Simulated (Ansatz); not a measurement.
Cartesian coordinates in Å:
```
O -2.299 -1.666 -0.735
C -1.453 -1.092 -0.247
Co -0.131 -0.206 0.567
C -0.508 -0.804 2.211
O -0.746 -1.182 3.250
C -0.356 1.524 0.956
O -0.506 2.613 1.232
C 1.526 -0.876 0.516
O 2.572 -1.313 0.513
Si 0.351 0.554 -1.524
Cl 0.797 -0.966 -2.828
Cl -1.208 1.590 -2.362
Cl 1.963 1.822 -1.548
```

The species carries charge 0 and has multiplicity 1.

(1) List the PBE/def2-TZVPP orbital energies in eV (Ansatz 0.2.0). (An estimate is asked.)

Answers

(1) Computed: Occupied: -7515.38, -2739.35, -2739.35, -2739.35, -1782.68, -882.21, -766.07, -765.79, -765.79, -513.32, -512.99, -512.99, -512.99, -273.03, -272.73, -272.72, -272.72, -249.93, -249.93, -249.93, -190.63, -190.63, -190.63, -190.46, -190.46, -190.46, -190.46, -190.46, -190.46, -140.08, -98.41, -96.84, -96.84, -96.80, -64.00, -63.53, -63.53, -29.64, -29.29, -29.29, -29.29, -21.62, -20.65, -20.65, -15.60, -14.57, -14.46, -14.46, -13.47, -12.72, -12.52, -12.52, -12.15, -12.12, -12.12, -12.06, -12.06, -11.85, -11.76, -11.66, -11.66, -10.48, -10.48, -9.58, -8.76, -8.76, -8.24, -8.24, -7.96, -7.96, -7.78, -7.58, -6.84, -6.84. Lowest empty: -2.91, -2.67, -2.67, -1.98, -1.98, -1.97, -1.88, -1.88.
